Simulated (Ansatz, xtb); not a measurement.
**Relative energy of two structures of Al2F4H2O2**

We compare I, a singlet given by its coordinates, with II, `[F][Al-]1([F])[OH+][Al-]([F])([F])[OH+]1`, a singlet. Both are isolated molecules in the gas phase, relaxed with PBE0-D4/def2-SVP.

I (Å):

```xyz
10

Al   -0.4389    1.7079    0.5310
Al   -0.6271   -1.0315    0.0534
F     0.1304    2.6577   -0.7035
F    -1.5883    0.4792   -0.1885
F    -0.1350   -1.6640   -1.3906
F    -1.3060   -2.0133    1.1955
O    -0.9537    2.3231    2.0131
O     0.5463    0.1743    0.7626
H    -1.2404    3.2173    2.1974
H     1.3453    0.0391    1.2785
```

Close contacts (Å): Al1–F3 1.66, Al1–F4 1.83, Al1–O7 1.69, Al1–O8 1.84, Al2–F4 1.81, Al2–F5 1.65, Al2–F6 1.65, Al2–O8 1.83, O7–H9 0.96, O8–H10 0.96.

II (Å):

| atom | x (Å) | y (Å) | z (Å) |
| --- | --- | --- | --- |
| Al | 0.7417 | -1.0905 | 0.4568 |
| Al | -0.7419 | 1.0904 | -0.4566 |
| F | 2.2934 | -1.3490 | -0.0634 |
| F | 0.1008 | -2.1707 | 1.5374 |
| F | -2.2937 | 1.3493 | 0.0632 |
| F | -0.1006 | 2.1703 | -1.5373 |
| O | 0.3991 | 0.6522 | 0.9091 |
| O | -0.3995 | -0.6524 | -0.9088 |
| H | 0.6524 | 1.1513 | 1.6892 |
| H | -0.6515 | -1.1509 | -1.6897 |

Question: Estimate E(II) − E(I) at the level CCSD(T)/def2-SVP + ΔMP2/def2-TZVPP.

Answer: Calculated at CCSD(T)/def2-SVP + ΔMP2/def2-TZVPP: E(II) − E(I) = −10.1 kcal/mol, so structure II lies lower.

The same difference at several levels:

```
                             level          geometry  E(II) − E(I) (kcal/mol)  departure from the last row (kcal/mol)  job, with rough time for the two
                  PBE0-D4/def2-SVP  PBE0-D4/def2-SVP                     −10.9                                    −0.8             optimisation, 1.8 min
                       HF/def2-SVP  PBE0-D4/def2-SVP                     −11.7                                    −1.6           part of the CCSD(T) run
                      MP2/def2-SVP  PBE0-D4/def2-SVP                     −11.1                                    −0.9           part of the CCSD(T) run
                  CCSD(T)/def2-SVP  PBE0-D4/def2-SVP                     −10.9                                    −0.8                      single point
CCSD(T)/def2-SVP + ΔMP2/def2-TZVPP  PBE0-D4/def2-SVP                     −10.1                                                     single point, 1.8 min
```

The levels shown agree on the order. The largest departure from CCSD(T)/def2-SVP + ΔMP2/def2-TZVPP is that of HF/def2-SVP, 1.6 kcal/mol. Levels run at GFN2-xTB geometries aren't shown. The last row adds to CCSD(T) the change of the MP2 difference between the two basis sets, here +0.8 kcal/mol.

With thermal terms from frequencies at re-optimised GFN2-xTB minima (ideal gas, soft modes damped towards free rotors, one conformer each, 298.15 K, 1 atm): the zero-point term adds +0.6 kcal/mol; ΔH is −9.9 and ΔG −8.4 kcal/mol.

The correlated steps freeze 16 core orbitals. Programs: Ansatz 0.2.0, xtb 6.7.1; the last row on 2 threads of Intel(R) Xeon(R) Platinum 8259CL CPU @ 2.50GHz (Skylake/Cascade Lake) on a shared host.
